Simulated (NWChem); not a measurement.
arsine (H$_{3}$As) in NWChem

SMILES: [AsH3]
```xyz
4

As     0.0010     0.0726     0.0000
H     -0.6465    -0.7900     1.1000
H     -0.6465    -0.7900    -1.1000
H      1.2585    -0.8174     0.0000
```
Charge 0, spin multiplicity 1.

All runs are NWChem calculations. The geometry was optimised at PBE/def2-SVP, a minimum by its harmonic frequencies.

Static limit.

The Hamiltonian is non-relativistic. The correlated methods keep 9 core orbitals frozen.

**Question.** Give the polarisability tensor in bohr³ at CCSD linear response/aug-cc-pVDZ, 9 core orbitals frozen, in the frame of the coordinates, and its isotropic mean.

**Answer.** 
```
35.44   0.02   0.00
 0.02  36.56   0.00
 0.00   0.00  35.44
```
Mean (one third of the trace): 35.81 bohr³.
